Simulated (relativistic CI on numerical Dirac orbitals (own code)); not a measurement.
# Cr5+: resonant inelastic scattering at the M2,3 edge

Computed with this model: Dirac-Coulomb-Breit CI, orbitals from a KLI potential per configuration, a model potential for QED, Kramers-Heisenberg scattering through one core-hole configuration in a parametric crystal field, unscaled Slater integrals; configurations [Ar] 3d → [Ne] 3s2 3p5 3d2; 300 K; core-hole width 0.8 eV; summed over polarisations. Incident energies are the highest absorption maxima for each field (at most a few, so the weaker spin-orbit partner edge can be absent), on the computed scale of the free ion. Intensities are in per cent of the strongest line above 0.02 eV; levels within 1 cm⁻¹ are merged; final levels count from the ground level, the first row holds all elastic scattering, lines under 0.4 are left out and each table stops after 24 rows. The scale of the Slater integrals is a model choice and moves the terms in proportion.

Field parameters in Wybourne normalisation: D3d B²₀ = −7Dσ, B⁴₀ = −14Dq − 21Dτ, B⁴₃ = −14√(10/7) Dq; Oh B⁴₀ = 21Dq, B⁴₄ = √(5/14) B⁴₀. The field is a parameter set, without covalency.

S is read from ⟨S²⟩ = S(S + 1).

Oh, 10Dq = 25500 cm⁻¹:

| Final level (eV) | Degeneracy | Irrep | S | 59.6 eV | 65.3 eV | 67.8 eV |
| --- | --- | --- | --- | --- | --- | --- |
| 0.000 | 4 | Γ8 | 0.50 | 220.6 | 357.3 | 30.0 |
| 0.068 | 2 | Γ7 | 0.50 | 15.5 | 85.7 | 6.9 |
| 3.186 | 4 | Γ8 | 0.50 | 51.5 | 100.0 | 94.5 |

Oh, 10Dq = 22650 cm⁻¹:

```csv
Final level (eV),Degeneracy,Irrep,S,59.4 eV,65.2 eV,67.5 eV
0.000,4,Γ8,0.50,218.9,386.7,35.7
0.068,2,Γ7,0.50,13.5,77.7,7.7
2.833,4,Γ8,0.50,54.9,96.2,100.0
```

D3d, 10Dq = 30650, Dσ = -930, Dτ = 450 cm⁻¹:

```tsv
Final level (eV)	Degeneracy	Irrep	S	60 eV	65.2 eV	68.6 eV
0.000	2	Γ5+Γ6	0.50	184.5	190.1	16.4
0.006	2	Γ4	0.50	14.8	49.9	2.9
0.071	2	Γ4	0.50	14.9	100.0	4.4
4.075	2	Γ4	0.50	18.4	17.4	35.4
4.084	2	Γ5+Γ6	0.50	15.5	15.8	35.5
```

For the first field the strongest loss at the lowest incident energy is the level at 3.19 eV (S = 0.50, against 0.50 in the thermal ground state).
